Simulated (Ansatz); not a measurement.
Born–Oppenheimer molecular dynamics of Cl$_{4}$H$_{2}$OSn (8 atoms, charge 0, multiplicity 1). It starts at the highest image of a converged band, a first-order saddle point between two minima.

Computed with Ansatz, RKS B3LYP-D4/def2-SVP.

```
ensemble                      : NVE (velocity Verlet)
time step                     : 0.5 fs
steps asked                   : 200
starting velocities drawn for : 300 K
seed                          : 9656
```

First frame:

```xyz
8
Properties=species:S:1:pos:R:3
Sn 0.098 -0.218 -0.043
O 0.074 -0.133 2.018
H -0.712 0.233 2.457
Cl 2.138 0.373 -1.003
Cl -1.258 1.698 -0.297
Cl -1.176 -1.866 -1.106
Cl 1.396 -2.323 1.334
H 0.682 -1.307 2.113
```

**Question.** How far do the bonds stretch over the last three quarters of this one trajectory? (Pairs bonded in most of those frames.)

**Answer.** 
```json
{"bond": "Sn1–Cl4", "mean (Å)": "2.356", "spread (Å)": "0.037", "shortest": "2.29", "longest": "2.40"}
{"bond": "Sn1–Cl5", "mean (Å)": "2.363", "spread (Å)": "0.035", "shortest": "2.29", "longest": "2.40"}
{"bond": "Sn1–Cl6", "mean (Å)": "2.366", "spread (Å)": "0.037", "shortest": "2.32", "longest": "2.43"}
{"bond": "Sn1–Cl7", "mean (Å)": "2.413", "spread (Å)": "0.187", "shortest": "2.19", "longest": "2.75"}
{"bond": "O2–H3", "mean (Å)": "0.973", "spread (Å)": "0.026", "shortest": "0.93", "longest": "1.01"}
{"bond": "O2–H8", "mean (Å)": "0.980", "spread (Å)": "0.023", "shortest": "0.94", "longest": "1.05"}
```

Pairs bonded in part of these frames only: Sn1–O2 37 %.

Mean temperature of the second half: 799 K. The conserved energy stayed within 0.17 meV per atom of its start (net change 0.12 meV per atom), so the integration is sound. The kinetic energy rose, since the run started high on the potential surface and went downhill. It ends in pieces (Cl4Sn + H2O), so much of that is their flight and rotation, not heat. A run of 0.1 ps of so small a system gives no equilibrium averages. The orbitals stay closed-shell, which can raise the energy where a bond breaks towards radicals; this wasn't checked here.

Time of the run: 13 min on 4 threads of AMD EPYC 7R43 64-Core Processor (Zen 3), on a shared host, peak memory 0.41 GiB.
